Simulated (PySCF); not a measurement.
All of these have the formula C6H10N2. Level of theory: TDDFT CAM-B3LYP/def2-SVPD, vertical, gas phase, core orbitals frozen in the response in PySCF. Geometries: GFN2-xTB; one conformer of each isolated species. Triplets are in the Tamm–Dancoff approximation. 'Strongest' means the level of largest summed f among the lowest 8 singlets; it needn't be the same kind of state in each.

Problem. Rank by computed LUMO energy, lowest first.
A. `C=C/C(CC)=N\N=C`
B. `C=C/C(C)=N/N=C\C`
C. `CCc1cn(C)cn1`
D. `CC(C)c1ncc[nH]1`

Solution. A (-0.12 eV), B (0.14 eV), D (1.02 eV), C (1.15 eV).

```json
{"SMILES": "C=C/C(CC)=N\\N=C", "LUMO (eV)": "-0.12", "first f ≥ 0.01 (nm)": "272", "f (S1)": "0.002", "strongest (eV)": "4.99", "α (au)": "95.6", "S1 mainly": "H-1→L (93%)"}
{"SMILES": "C=C/C(C)=N/N=C\\C", "LUMO (eV)": "0.14", "first f ≥ 0.01 (nm)": "271", "f (S1)": "0.019", "strongest (eV)": "5.37", "α (au)": "100.9", "S1 mainly": "H-1→L (84%)"}
{"SMILES": "CC(C)c1ncc[nH]1", "LUMO (eV)": "1.02", "first f ≥ 0.01 (nm)": "189", "f (S1)": "0.001", "strongest (eV)": "6.57", "α (au)": "82.0", "S1 mainly": "H→L (87%)"}
{"SMILES": "CCc1cn(C)cn1", "LUMO (eV)": "1.15", "first f ≥ 0.01 (nm)": "198", "f (S1)": "0.007", "strongest (eV)": "6.28", "α (au)": "83.6", "S1 mainly": "H→L (89%)"}
```

H and L stand for HOMO and LUMO.

- `C=C/C(CC)=N\N=C`: Löwdin shares by element: HOMO nitrogen 47%, carbon 27% or more (atoms not listed hold the other 26%); LUMO carbon 55% or more, nitrogen 17% or more (atoms not listed hold the other 28%).
- `C=C/C(C)=N/N=C\C`: Löwdin shares by element: HOMO nitrogen 45%, carbon 29% or more (atoms not listed hold the other 26%); LUMO carbon 51% or more, nitrogen 22% or more (atoms not listed hold the other 27%).
- `CC(C)c1ncc[nH]1`: Löwdin shares by element: HOMO carbon 69% or more, nitrogen 10% or more (atoms not listed hold the other 21%); LUMO carbon 32% or more, hydrogen 22% or more (atoms not listed hold the other 46%).
- `CCc1cn(C)cn1`: Löwdin shares by element: HOMO carbon 68% or more, nitrogen 11% or more (atoms not listed hold the other 20%); LUMO carbon 35% or more, hydrogen 31% or more (atoms not listed hold the other 34%).
